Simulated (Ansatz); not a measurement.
The dipole moment down a group: F to I

One atom is swapped for its congeners: GeH2(CH3)F; GeH2(CH3)Cl; GeH2(CH3)Br; GeH2(CH3)I. All are singlets with charge 0.

Shapes, held fixed at every level: PBE0-D4/def2-TZVP. Programs: Ansatz 0.2.0. Values in D.

```tsv
level	GeH2(CH3)F	GeH2(CH3)Cl	GeH2(CH3)Br	GeH2(CH3)I
PBE-D4/def2-TZVPP	2.34	2.36	2.37	2.19
r2SCAN-D4/def2-TZVPP	2.42	2.46	2.47	2.28
B3LYP-D4/def2-TZVPP	2.46	2.43	2.45	2.24
wB97M-V/def2-TZVPP	2.45	2.44	2.48	2.30
```

At wB97M-V/def2-TZVPP the dipole moment isn't monotonic: it is largest for Br and smallest for I (2.48 and 2.30 D). 1 of 4 levels show this order throughout; 3 agree on the largest and the smallest. The two largest values are nearly level. For atoms past krypton def2 sets carry core potentials with scalar relativity. Relativity is left out for Br, Ge unless named.
